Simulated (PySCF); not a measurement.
Start geometry of `[C@@H]1(B(OC)OC)CC21CCC2` from a GFN2-xTB structure with every atom displaced at random (by about 0.01 Å) (Å):
```
atom  x, y, z in Å
C1     2.6307    1.8261    0.8050
O2     2.3925    0.7343   -0.0261
B3     1.3168   -0.1171   -0.0014
O4     1.3501   -1.1064   -0.9201
C5     2.3265   -1.2712   -1.8936
C6     0.1138   -0.0508    1.0028
C7    -0.6415   -1.3243    1.3324
C8    -1.2762   -0.2632    0.5035
C9    -1.7584   -0.3863   -0.9132
C10   -3.0322    0.3871   -0.5492
C11   -2.5193    0.5593    0.8882
H12    3.6135    1.7715    1.2471
H13    1.8439    1.9359    1.5916
H14    2.5489    2.7618    0.1989
H15    3.1902   -1.7809   -1.4462
H16    1.9193   -1.8604   -2.6823
H17    2.6543   -0.2865   -2.2762
H18    0.1712    0.6513    1.8386
H19   -0.9884   -1.4704    2.3521
H20   -0.3564   -2.2186    0.8411
H21   -1.1266    0.1099   -1.6598
H22   -1.9143   -1.4342   -1.2763
H23   -3.9357   -0.1856   -0.6500
H24   -3.1712    1.3230   -1.1123
H25   -3.1261    0.1142    1.6561
H26   -2.2936    1.6061    1.1525
```

What comes out of this run: PySCF 2.14.0, PBE0-D3(BJ)/def2-SVP geometry optimisation, gas phase?

```
atom  x, y, z in Å
C1     2.3747    1.9326    1.1153
O2     2.3498    0.9241    0.1443
B3     1.3567   -0.0107    0.0702
O4     1.4429   -0.9369   -0.9237
C5     2.4998   -0.9244   -1.8461
C6     0.1202   -0.0734    1.0162
C7    -0.6140   -1.3950    1.1742
C8    -1.2375   -0.3052    0.3907
C9    -1.6308   -0.3725   -1.0825
C10   -3.0822   -0.0743   -0.6461
C11   -2.5572    0.3791    0.7342
H12    3.2394    2.5827    0.9180
H13    2.4803    1.5194    2.1328
H14    1.4642    2.5551    1.0893
H15    3.4626   -1.1573   -1.3615
H16    2.2977   -1.6871   -2.6118
H17    2.6025    0.0566   -2.3379
H18    0.0995    0.5806    1.8946
H19   -1.0334   -1.6262    2.1582
H20   -0.2057   -2.2506    0.6287
H21   -1.1914    0.4510   -1.6675
H22   -1.4336   -1.3166   -1.6098
H23   -3.6840   -0.9920   -0.5714
H24   -3.6443    0.6641   -1.2364
H25   -3.0917    0.0210    1.6280
H26   -2.4516    1.4740    0.8014
```

The energy falls by 0.227 eV over 21 energy and gradient evaluations, the largest force component goes from 0.0332 to 3.7e-04 Eh/bohr, and the atoms move by 0.417 Å rms after alignment. Among the bonds, C5–H16 and C7–H20 change most and about equally (+0.034 Å). Bonds longer at the end by more than 0.005 Å: 13 of 27; shorter: 7. Among the angles that change most is C1–O2–B3, from 127.6° to 122.9°. Among the dihedrals that turn most is H13–C1–O2–B3, from 3° to 64°. Rotational constants go from 1653, 698.7, 597.3 to 1684, 710.6, 597.5 MHz. The orientation of the end geometry is arbitrary; only internal coordinates are fixed.

The run used 229 basis functions and 138 SCF cycles in all. Time: 7.2 min wall, 17 min CPU; peak memory 1.3 GiB. Hardware: Intel Xeon Platinum 8488C, 2 threads, shared host with 96 logical CPUs at a one-minute load of 76.

Not checked by PBE0-D3(BJ)/def2-SVP frequencies. The numbers are those of one conformer.
